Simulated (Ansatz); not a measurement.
A nudged elastic band was laid between two geometries of BClH2O + FH (7 atoms, charge 0, multiplicity 1).

Method: RKS B3LYP-D4/def2-SVP (Ansatz).

```
movable images  : 1
climbing image  : no
spring          : 5.0 eV/Å²
optimiser       : quadratic models (default)
start path      : through a guess of the saddle point
force threshold : 0.05 eV/Å
iteration limit : 60
end points      : relaxed
```

Initial state:

```xyz
7
Properties=species:S:1:pos:R:3
B -0.054 -0.471 0.031
H -0.157 -1.030 1.088
Cl 1.580 0.034 -0.504
O -1.062 -0.247 -0.817
H -1.920 -0.523 -0.469
F 0.021 1.955 1.293
H 0.791 1.779 0.797
```

Final state:

```xyz
7
Properties=species:S:1:pos:R:3
B -0.170 0.593 -0.533
H 0.533 -0.334 2.502
Cl 1.241 -0.190 -1.275
O -1.403 0.068 -0.596
H -1.450 -0.770 -1.074
F 0.004 1.738 0.101
H 0.444 0.392 2.293
```

Problem. What changes between the two ends?

Solution. Bonds broken: B1–H2, F6–H7. Bonds formed: B1–F6, H2–H7. BClH2O + FH becomes BClFHO + H2.

Problem. What energy profile does the band end with?

Solution. The forces met the threshold. The highest image is number 1 of 0 to 2, 17.8 kJ/mol above the first end and 136.9 kJ/mol above the last; the last end lies 119.1 kJ/mol below the first. Neighbouring images differ by up to 1.4 eV, so the band resolves the path poorly. No image climbed, so the highest image needn't sit at the top of the path. A band with more images between the same ends climbed to 1.09 eV, so this one has probably stepped over the top. So few images can step over the top or miss a turn of the path. The orbitals stay closed-shell, which can raise the energy where a bond breaks towards radicals; this wasn't checked here.

```
image  path coordinate (Å)  energy (kJ/mol)  B1–H2 (Å)  F6–H7 (Å)  B1–F6 (Å)
    0                 0.00              0.0       1.20       0.93       2.74
    1                 2.13             17.8       1.66       1.65       1.43
    2                 4.27           -119.1       3.25       2.61       1.32
```

Problem. What is the geometry of the highest image?

Solution. 
```xyz
7
Properties=species:S:1:pos:R:3
B 0.016 0.363 -0.107
H 0.105 -0.373 1.382
Cl 1.691 -0.015 -0.616
O -0.980 -0.330 -0.703
H -1.895 -0.223 -0.413
F -0.157 1.654 0.473
H 0.419 0.422 1.404
```

The run took 43 s on 1 thread of Arm Neoverse V2, on a shared host, peak memory 0.16 GiB.
